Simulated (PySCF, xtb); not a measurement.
W(O)(S)(OH)(SH) (H2O2S2W), SMILES [O]=[W]([OH])(=[S])[SH], multiplicity 1.

xtb 6.7.1 with GFN2-xTB at its own geometry gives an orbital gap of 2.20 eV and a dipole moment of 7.28 D.

Coordinates come from a B3LYP-D3(BJ)/def2-SVP optimisation. The multiplicity is an assumed one; no other spin state was optimised. The structure was generated by enumeration; whether it is a known compound was not checked. The def2 effective core potentials stand for the cores of W; spin–orbit coupling is left out. Other conformers were not sampled.

Q: What does PBE/def2-TZVP run with PySCF give? (The exact figures need the calculation; the answer reports its results.)

A: gap 3.10 eV (levels -6.68 and -3.59 eV), dipole 2.82 D.
